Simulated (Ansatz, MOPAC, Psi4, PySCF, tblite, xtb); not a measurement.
Dimer AlBr3 ··· HF (SMILES [Br][Al]([Br])[Br] and F) at R = 2.46 Å between the centres of mass, closest contact 2.41 Å (lowest of the rigid-body minima from ten starts at GFN2-xTB). Geometry in Å and degrees:

```
Al
Br 1 2.2381
Br 1 2.2382 2 119.97
Br 1 2.2384 2 120.03 3 179.98
F 1 2.4137 2 90.00 3 89.97
H 5 0.9245 3 137.01 1 -179.91
```

Levels: GFN2-xTB (tblite); SAPT0/jun-cc-pVDZ, frozen core (Psi4); PBE/def2-TZVP, counterpoise-corrected (Psi4); PBE-D3(BJ)/def2-TZVP, counterpoise-corrected (Psi4); wB97X-D/def2-TZVP, counterpoise-corrected (Psi4); HF/aug-cc-pVTZ, counterpoise-corrected (Psi4); MP2/aug-cc-pVTZ = DF-MP2/aug-cc-pVTZ, frozen core, counterpoise-corrected run with Psi4; SCS-MP2/aug-cc-pVTZ = DF-SCS-MP2/aug-cc-pVTZ, frozen core, counterpoise-corrected (Psi4); RHF/aug-cc-pVDZ, counterpoise-corrected (Ansatz, a program for electronic structure); MP2/aug-cc-pVDZ = MP2 on RHF/aug-cc-pVDZ, cores with 3d frozen, counterpoise-corrected run with Ansatz; CCSD/aug-cc-pVDZ = CCSD on RHF/aug-cc-pVDZ, cores with 3d frozen, counterpoise-corrected (Ansatz); CCSD(T)/aug-cc-pVDZ = CCSD(T) on RHF/aug-cc-pVDZ, cores with 3d frozen, counterpoise-corrected in Ansatz; PM7, restricted, heats of formation (MOPAC); PM6, restricted, heats of formation (MOPAC); GFN1-xTB (xtb); RKS-B3LYP/6-31G* = PySCF 2.14.0 with restricted B3LYP/6-31G*, spherical d, no counterpoise correction; RHF/3-21G = PySCF with restricted Hartree-Fock/3-21G, no counterpoise correction; RMP2/3-21G = PySCF with restricted MP2 (frozen core)/3-21G, no counterpoise correction; RKS-M06-2X/6-31G* = restricted M06-2X/6-31G*, spherical d, no counterpoise correction (PySCF).

### Question
What interaction energy does each level give?

### Answer

```csv
method,E_int / kcal/mol
RMP2/3-21G,-18.81
RHF/3-21G,-18.43
GFN2-xTB,-12.46
RKS-M06-2X/6-31G*,-12.23
GFN1-xTB,-11.77
RKS-B3LYP/6-31G*,-9.43
PM6,-5.36
SAPT0/jun-cc-pVDZ,-5.15
wB97X-D/def2-TZVP,-4.11
PBE-D3(BJ)/def2-TZVP,-4.04
MP2/aug-cc-pVTZ,-3.96
SCS-MP2/aug-cc-pVTZ,-3.13
PBE/def2-TZVP,-2.94
MP2/aug-cc-pVDZ,-2.68
HF/aug-cc-pVTZ,-2.55
CCSD(T)/aug-cc-pVDZ,-2.33
CCSD/aug-cc-pVDZ,-2.28
RHF/aug-cc-pVDZ,-2.19
PM7,0.89
```
